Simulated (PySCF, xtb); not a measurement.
C2H8SiTe, SMILES C(C)[Te][SiH3].

GFN2-xTB in xtb at its own geometry gives an orbital gap of 3.75 eV and a dipole moment of 1.17 D.

Coordinates come from a B3LYP-D3(BJ)/def2-SVP optimisation. This is a generated structure with no PubChem entry under its InChIKey; it may be hypothetical. The def2 effective core potentials stand for the cores of Te; spin–orbit coupling is left out. The values are those of a single conformer.

Question: What does r2SCAN/def2-TZVP in PySCF give? (The exact figures need the calculation; the answer reports its results.)

Answer: gap 3.90 eV (levels -5.33 and -1.43 eV), dipole 1.46 D.
